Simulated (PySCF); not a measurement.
**Relaxation of valence singlet (4f shell in the core) HoF₃**

All numbers come from PySCF, PBE0, basis Ho lcecp-1-TZVP with ECP56, F def2-TZVP (scalar-relativistic core potentials, no spin–orbit coupling, density fitting). A (50,194) grid was used.

A hand-made trigonal planar start, of D3h symmetry, held to at least that symmetry:

```xyz
4
charge 0 multiplicity 1, angstrom
Ho    0.0000    0.0000    0.0000
F     2.3000    0.0000    0.0000
F    -1.1500    1.9919    0.0000
F    -1.1500   -1.9919    0.0000
```

Task: What does it relax to?

Result: It ends at D3h with Ho–F 2.006 Å (×3); F–Ho–F 120.0° (×3) (after a last refinement on a finer grid). A frequency run shows a minimum. Other isomers or separated fragments may lie lower.

Task: How much energy is released, and in how many steps?

Result: 187.6 kJ/mol in 5 steps.

The 4f shell sits in the core potential, so its spin is not counted.

The relaxation took 12 s on 2 threads of a shared AMD EPYC 9R05 (Zen 5) host, with 140 basis functions and 6 gradients; the process peaked at 0.79 GiB. Launch command: `OMP_NUM_THREADS=2 python axn.py task.json out`.
